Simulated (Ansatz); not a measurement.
`[BH2][GeH2][CH]=O` + `CBF` → `BCBF` + `O=[CH][GeH3]` at 500 K and 1 bar (formal exchange of groups at a B–Ge bond).

Computed with Ansatz on PBE0-D4/def2-TZVP structures; ΔE is electronic, products minus reactants. CCSD(T)/CBS is the MP2 limit (def2-TZVPP, def2-QZVPP) plus CCSD(T) − MP2 in def2-TZVPP, frozen cores. This one scheme is used for every species. For Ge outer-core shells are correlated without core-valence functions, which leaves a few kJ/mol of doubt a bond. Scalar relativity is left out up to krypton. Each species was taken in one conformer, which may not be the lowest.

```json
{"species": "`[BH2][GeH2][CH]=O`", "CCSD(T)/CBS energy (Eh)": "-2217.06538", "H − E (kJ/mol)": "183.9", "S (J/(mol·K))": "406.8"}
{"species": "`CBF`", "CCSD(T)/CBS energy (Eh)": "-165.10297", "H − E (kJ/mol)": "162.8", "S (J/(mol·K))": "311.9"}
{"species": "`BCBF`", "CCSD(T)/CBS energy (Eh)": "-190.47993", "H − E (kJ/mol)": "201.6", "S (J/(mol·K))": "355.7"}
{"species": "`O=[CH][GeH3]`", "CCSD(T)/CBS energy (Eh)": "-2191.69659", "H − E (kJ/mol)": "139.7", "S (J/(mol·K))": "346.6"}
```

H − E and S are ideal-gas, rigid-rotor, harmonic terms from PBE0-D4/def2-TZVP, for one conformer and one mirror image of each species. 1 Eh = 2625.50 kJ/mol, R = 8.31446 J/(mol·K).

Q: By hand: ΔE, ΔH, ΔS and ΔG.

A: ΔE = (-190.47993) + (-2191.69659) − (-2217.06538) − (-165.10297) = -0.00817 Eh = -21.5 kJ/mol. Δ(H − E) = 201.6 + 139.7 − 183.9 − 162.8 = -5.4, so ΔH = -26.9 kJ/mol. ΔS = 355.7 + 346.6 − 406.8 − 311.9 = -16.4 J/(mol·K). ΔG = -26.9 − 500 × (-16.4)/1000 = -18.7 kJ/mol.

Q: By hand: the equilibrium constant, and the temperature at which ΔG would vanish if ΔH and ΔS stayed fixed.

A: log₁₀ K = −ΔG/(RT ln 10) = 2.0. ΔG = 0 at ΔH/ΔS = 1640 K, though so small a ΔS makes that figure unsure.

ΔH outweighs TΔS. A doubt of 5 kJ/mol in ΔE shifts log₁₀ K by 0.5 here. Other conformers and mirror images would add mixing entropy, several J/(mol·K) or more a flexible species. Modes under 60 cm⁻¹, often nearly free rotors, make the harmonic entropy too high. These are equilibria of isolated gas molecules and say nothing of rates. Largest T1 diagnostic: 0.016 (customary marks: 0.02 for closed shells, 0.045 for open ones).
